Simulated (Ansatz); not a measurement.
Basis sets compared for `CO[Si](CCC(F)(F)C(F)(F)C(F)(F)C(F)(F)F)(OC)OC`. The state is a singlet with charge 0. Geometry PBE-D4/def2-SVP. Ansatz on 2 threads of AMD EPYC 7R13 on a shared host and a share (18 GiB) of an NVIDIA H100 80GB HBM3; times are rough, and most runs start from earlier orbitals.

```xyz
35

C    -3.6288   -1.5775    0.3965
O    -2.5765   -0.8077    0.9505
Si   -1.9832    0.6214    0.3322
C    -0.7055    0.3719   -1.0131
C     0.5388   -0.3590   -0.4947
C     1.5823   -0.5501   -1.5802
F     1.0415   -1.2268   -2.6444
F     2.0199    0.6553   -2.0559
C     2.8393   -1.3797   -1.1653
F     2.4388   -2.6518   -0.9016
F     3.7019   -1.4042   -2.2146
C     3.6045   -0.8517    0.0889
F     2.8963   -1.1861    1.1998
F     3.7109    0.4994    0.0332
C     5.0456   -1.4326    0.2547
F     5.8754   -0.9072   -0.6570
F     5.0310   -2.7697    0.1220
F     5.5008   -1.1245    1.4805
O    -1.1667    1.3913    1.5644
C    -1.6918    1.5961    2.8672
O    -3.3250    1.4638   -0.2072
C    -3.2956    2.7419   -0.8130
H    -3.9812   -2.2997    1.1616
H    -4.4875   -0.9428    0.0865
H    -3.2896   -2.1605   -0.4909
H    -0.4140    1.3598   -1.4288
H    -1.1680   -0.1956   -1.8477
H     0.9959    0.2069    0.3403
H     0.2756   -1.3602   -0.0974
H    -0.8830    1.9903    3.5156
H    -2.5255    2.3338    2.8639
H    -2.0710    0.6488    3.3091
H    -4.3387    3.0867   -0.9679
H    -2.7745    3.4954   -0.1798
H    -2.7927    2.7246   -1.8075
```

Single mean-field runs in def2-TZVP are fitted with def2-universal-jkfit.

Binding counts from free atoms (C triplet, O triplet, Si triplet, F doublet, H doublet) in the same basis, without a counterpoise term.

```
           level  functions  energy (Eh)  HOMO (eV)  LUMO (eV)  binding per atom (eV)  wall time
        HF/6-31G        228   -1756.3640     -12.01       4.71                   2.62      5.5 s
 PBE-D4/def2-SVP        377   -1761.8097      -6.51      -0.11                   4.54      8.5 s
PBE0-D4/def2-SVP        377   -1761.8674      -8.15       0.96                   4.39      9.5 s
```

(1) Estimate the rows for HF/def2-TZVP (with forces), PBE-D4/def2-TZVP (with forces), PBE0-D4/def2-TZVP.

Results:

(1) 
| level | functions | energy (Eh) | HOMO (eV) | LUMO (eV) | binding per atom (eV) | wall time |
| --- | --- | --- | --- | --- | --- | --- |
| HF/def2-TZVP (with forces) | 766 | -1757.6160 | -12.02 | 3.38 | 3.02 | 9.5 s |
| PBE-D4/def2-TZVP (with forces) | 766 | -1763.6636 | -6.73 | -0.53 | 4.46 | 9.5 s |
| PBE0-D4/def2-TZVP | 766 | -1763.7134 | -8.29 | 0.58 | 4.32 | 6.5 s |
